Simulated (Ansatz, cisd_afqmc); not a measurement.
System: Sb, charge 0, quartet.

Total energies in def2-TZVPP, 5 correlated electrons, 9 frozen orbitals. Open shells are spin-unrestricted; no spin-orbit coupling. Correlated methods leave the cores frozen (noble-gas shells, and filled d and f shells in the p block). Past Kr the def2 sets carry scalar-relativistic core potentials. AFQMC is phaseless with a CISD trial state; ± is one standard error, without the phaseless bias. Outlying blocks are dropped, and bars are widened where a walk drifts. Over all cases where full CI ran beside it in this data, AFQMC minus full CI had a median of +0.1 mEh and passed +0.4 mEh in a tenth of the cases. Spin-orbit terms, left out, reach several kcal/mol for Br and I, and more for heavier atoms.

```csv
method,program,energy (Eh),minus CCSDTQ (mEh)
HF,Ansatz,-239.27727,76.03
MP2,Ansatz,-239.33763,15.67
CCSD,Ansatz,-239.35026,3.05
CCSD(T),Ansatz,-239.35269,0.61
CCSDT(Q),Ansatz,-239.35329,0.01
CCSDTQ,Ansatz,-239.35330,0.00
AFQMC/CISD,cisd_afqmc,-239.3532 ± 0.0001,0.1 ± 0.1
```

Ansatz is a program for electronic structure.
